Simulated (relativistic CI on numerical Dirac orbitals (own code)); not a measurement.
**How well does a small relativistic CI reproduce Sc2+?**

Calculated at this level of theory: Dirac-Coulomb-Breit CI, separate exchange-only KLI orbitals for each configuration, model QED (radiative potential, 1s self-energy scaled to tabulated hydrogen-like ionisation energies), valence Slater integrals scaled by 0.85, P86 correlation estimate, and configurations built on the next ion tied to the tabulated ionisation energy (semi-empirical) (own radial code, finite nucleus).

CI space (outside the closed core [Ne] 3s2): 3p6 3d, 3p6 4s, 3p6 4p, 3p6 4d, 3p6 5s, 3p6 4f, 3p6 5p, 3p6 5d, 3p5 3d2, 3p6 5f, 3p6 5g. Levels of other configurations are missing.

| Configuration | Term (tabulated) | J | Measured (cm⁻¹) | Computed | Error | Purity (%) |
| --- | --- | --- | --- | --- | --- | --- |
| 3p6 3d | 2D | 3/2 | 0.0 | 0 | 0 | 100 |
| 3p6 3d | 2D | 5/2 | 197.6 | 163 | -35 | 100 |
| 3p6 4s | 2S | 1/2 | 25539.3 | 28920 | 3381 | 100 |
| 3p6 5s | 2S | 1/2 | 114862.5 | 115919 | 1057 | 100 |
| 3p6 5p | 2P° | 1/2 | 128107.1 | 129313 | 1206 | 100 |
| 3p6 5p | 2P° | 3/2 | 128283.1 | 129472 | 1189 | 100 |

Measured levels from Sugar and Corliss, J. Phys. Chem. Ref. Data 9, 473 (1980); pairs were made by configuration, J and term (by order where the table uses no LS term), so strongly mixed levels may be paired wrongly. Some J values or terms of the table were assigned by a fit.

Mean error by configuration (cm⁻¹): 3p6 3d -35; 3p6 4s 3381; 3p6 5s 1057; 3p6 5p 1197. Over the excited levels the mean absolute error is 1373 cm⁻¹ (5 of the 8 excited levels that our extract of the source holds in range could be paired, and the others can miss by more), and the median relative error of those above 1,000 cm⁻¹ is 0.93 %.
